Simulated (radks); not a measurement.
Species: Au III. Configuration: [Xe] 4f14 5d9 (the NIST ground configuration). Method: scalar-relativistic Kohn-Sham, BLYP, spin-unpolarised, spherical densities, finite nucleus; Fermi nuclear charge, rms radius 5.4371 fm; computed with a radial shooting solver on a logarithmic mesh with Libxc functionals. Some entries of the table are withheld. Estimate them.

| orbital | occ. | eigenvalue (hartree) | <r^2> (bohr^2) | <1/r> (bohr^-1) |
|---|---|---|---|---|
| 1s | 2 | -2968.278 | 0.0003933 | 95.70 |
| 2s | 2 | -524.4204 | 0.005996 | 22.45 |
| 2p | 6 | -453.6446 | 0.005046 | 19.97 |
| 3s | 2 | (1) | 0.03867 | 8.321 |
| 3p | 6 | -103.8402 | 0.03974 | 7.593 |
| 3d | 10 | -81.85322 | 0.03292 | 7.146 |
| 4s | 2 | -27.60841 | 0.1870 | 3.567 |
| 4p | 6 | -20.87070 | 0.2136 | 3.221 |
| 4d | 10 | -12.76971 | 0.2428 | 2.886 |
| 5s | 2 | -4.77410 | 0.9611 | 1.463 |
| 4f | 14 | -3.77623 | (2) | 2.462 |
| 5p | 6 | -2.98394 | 1.290 | 1.242 |
| 5d | 9 | -1.00053 | 2.644 | 0.8720 |

Answer. 
(1) 3s eigenvalue (hartree): -124.3792
(2) 4f <r^2> (bohr^2): 0.3014
